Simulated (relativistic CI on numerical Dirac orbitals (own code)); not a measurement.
## Slater and spin-orbit integrals, Fe²¹⁺

Calculated at this level of theory: Dirac-Coulomb-Breit CI, separate exchange-only KLI orbitals for each configuration, model QED, unscaled Slater integrals (own radial code, finite nucleus).

Slater integrals F^k, G^k are unscaled and averaged over j, outside the closed core 1s2; ζ comes from projecting the Hamiltonian with its Breit term on Σ l·s of the shell.

- 2s²2p: ζ(2p) = 80469 cm⁻¹; <r>(2p) = 0.2105, <r^2>(2p) = 0.05352 (bohr units).
- 2s2p²: F^2(2p,2p) = 453230, G^1(2s,2p) = 483800, ζ(2p) = 79666 cm⁻¹; <r>(2s) = 0.2452, <r^2>(2s) = 0.07036, <r>(2p) = 0.2109, <r^2>(2p) = 0.05372 (bohr units).
- 2p³: F^2(2p,2p) = 451590, ζ(2p) = 78895 cm⁻¹; <r>(2p) = 0.2116, <r^2>(2p) = 0.0541 (bohr units).

Averages of the first 10 configurations, taken without configuration mixing, which lowers the lowest level and can move excited configurations by several eV; other configurations of the list can lie among them:

```json
{"Configuration": "2s²2p", "Parity": "odd", "States": "6", "Average energy above the lowest level (eV)": "14.6"}
{"Configuration": "2s2p²", "Parity": "even", "States": "30", "Average energy above the lowest level (eV)": "86.9"}
{"Configuration": "2p³", "Parity": "odd", "States": "20", "Average energy above the lowest level (eV)": "178.6"}
{"Configuration": "2p²3s", "Parity": "even", "States": "30", "Average energy above the lowest level (eV)": "1152.4"}
{"Configuration": "2p²3p", "Parity": "odd", "States": "90", "Average energy above the lowest level (eV)": "1175.3"}
{"Configuration": "2p²3d", "Parity": "even", "States": "150", "Average energy above the lowest level (eV)": "1195.9"}
{"Configuration": "2s²3s", "Parity": "even", "States": "2", "Average energy above the lowest level (eV)": "1014.9"}
{"Configuration": "2s²3p", "Parity": "odd", "States": "6", "Average energy above the lowest level (eV)": "1040.6"}
{"Configuration": "2s²3d", "Parity": "even", "States": "10", "Average energy above the lowest level (eV)": "1061.4"}
{"Configuration": "2s2p3s", "Parity": "odd", "States": "24", "Average energy above the lowest level (eV)": "1073.7"}
```
